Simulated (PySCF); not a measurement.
## SeF₆: trigonal twist

Level of theory: PySCF, r2SCAN, basis Se def2-TZVP, F def2-TZVP (no relativity, density fitting).

Rigid scan from the singlet minimum (Se–F 1.698 Å (×6); F–Se–F 90.0° (×12), F–Se–F 180.0° (×3)). Coordinate: D3 path, twist of the two triangles (60 octahedral, 0 prismatic), bonds and polar angle fixed. Energies in kJ/mol from the minimum.

Problem. Predict the curve at 0, 10, 20, 30, 40, 50, 60.

Solution. 
```
twist angle (°)  E (kJ/mol)
              0       345.6
             10       318.0
             20       246.4
             30       156.5
             40        74.7
             50        19.3
             60         0.0
```

With the bonds held, the prismatic shape lies 345.6 kJ/mol from the minimum.
